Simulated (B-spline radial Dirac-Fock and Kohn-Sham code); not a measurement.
Ce: K-LL lines in intermediate coupling

System: neutral cerium, 1s2 2s2 2p6 3s2 3p6 3d10 4s2 4p6 4d10 4f1 5s2 5p6 5d1 6s2.

Input of the calculation (task.json; shells as n, l, electrons):

```json
{"items": [{
  "Z": 58,
  "q": 0,
  "cfg": [[1, 0, 2], [2, 0, 2], [2, 1, 6], [3, 0, 2], [3, 1, 6], [3, 2, 10], [4, 0, 2], [4, 1, 6], [4, 2, 10], [4, 3, 1], [5, 0, 2], [5, 1, 6], [5, 2, 1], [6, 0, 2]],
  "A": 140,
  "rrms": 4.8771,
  "do": ["binding", "quiet", "double"]
}]}
```

Run with: `python xray_run.py task.json out`

Model: relaxed Dirac-Fock hole states (ΔSCF) with Breit and QED corrections and a finite nucleus. Program: a radial B-spline solver. The two-hole levels come from diagonalising the Coulomb interaction among the jj configurations; intensities are independent-particle Coulomb rates. Kinetic energies are from the vacuum level. The model has no electron correlation. Open outer shells are spectators and are not coupled to the holes. The rates lack the Breit term, which in heavy atoms raises K-L1L1 and K-L1L2. Labels follow the leading weight; the literature often keeps the label of the LS limit.

```csv
kinetic energy (eV),J,leading jj holes (weight),leading LS term (weight)
27156.5,0,L1L1 (0.99),¹S0 (0.99)
27549.5,1,L1L2 (0.99),³P1 (0.57)
27584.6,0,L1L2 (1.00),³P0 (1.00)
27903.0,0,L2L2 (0.99),³P0 (0.63)
27974.0,1,L1L3 (0.99),¹P1 (0.57)
28031.8,2,L1L3 (1.00),³P2 (1.00)
28357.5,2,L2L3 (1.00),¹D2 (0.70)
28378.0,1,L2L3 (1.00),³P1 (1.00)
28779.0,0,L3L3 (1.00),¹S0 (0.63)
28815.9,2,L3L3 (1.00),³P2 (0.70)
```

The intensity is shared as follows: 28357.5 eV 41.2 %, 28815.9 eV 14.8 %, 27549.5 eV 13.8 %, 27974.0 eV 11.6 %, 27156.5 eV 9.1 %, 28031.8 eV 2.8 %, 27903.0 eV 2.6 %, 28779.0 eV 2.6 %, 27584.6 eV 1.3 %, 28378.0 eV 0.0 %.

The strongest line, by its leading LS label ¹D2, lies at 28357.5 eV. The mean weight of the leading component is 1.00 in jj and 0.78 in LS coupling, so jj labels describe these levels better.
